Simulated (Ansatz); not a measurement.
`[NH2][GeH]([OH])[F]` → `[F][GeH]` + `NO` at 298.15 K and 1 bar (germylene formation by 1,1-elimination).

Isolated molecules relaxed with PBE0-D4/def2-TZVP in Ansatz; ΔE leaves out vibrations. CCSD(T)/CBS adds triple-zeta CCSD(T) − MP2 to the extrapolated MP2 energy (def2 sets, frozen cores). This one scheme is used for every species. For Ge outer-core shells are correlated without core-valence functions, which leaves a few kJ/mol of doubt a bond. Scalar relativity is left out up to krypton. One conformer a species, not always the lowest.

| species | CCSD(T)/CBS energy (Eh) | H − E (kJ/mol) | S (J/(mol·K)) |
| --- | --- | --- | --- |
| `[NH2][GeH]([OH])[F]` | -2308.27492 | 150.6 | 327.3 |
| `[F][GeH]` | -2176.50038 | 30.3 | 252.4 |
| `NO` | -131.61350 | 117.8 | 234.0 |

H − E and S are ideal-gas, rigid-rotor, harmonic terms from PBE0-D4/def2-TZVP, for one conformer and one mirror image of each species. 1 Eh = 2625.50 kJ/mol, R = 8.31446 J/(mol·K).

Question: By hand: ΔE, ΔH, ΔS and ΔG.

Answer: ΔE = (-2176.50038) + (-131.61350) − (-2308.27492) = 0.16104 Eh = 422.8 kJ/mol. Δ(H − E) = 30.3 + 117.8 − 150.6 = -2.5, so ΔH = 420.3 kJ/mol. ΔS = 252.4 + 234.0 − 327.3 = 159.1 J/(mol·K). ΔG = 420.3 − 298.15 × (159.1)/1000 = 372.9 kJ/mol.

Question: By hand: the equilibrium constant, and the temperature at which ΔG would vanish if ΔH and ΔS stayed fixed.

Answer: log₁₀ K = −ΔG/(RT ln 10) = -65.3. ΔG = 0 at ΔH/ΔS = 2642 K, far beyond where these terms or the molecules hold.

The number of gas molecules changes by +1, which sets the sign of ΔS. A doubt of 5 kJ/mol in ΔE shifts log₁₀ K by 0.9 here. Other conformers and mirror images would add mixing entropy, several J/(mol·K) or more a flexible species. These are equilibria of isolated gas molecules and say nothing of rates. Largest T1 diagnostic: 0.014 (customary marks: 0.02 for closed shells, 0.045 for open ones).
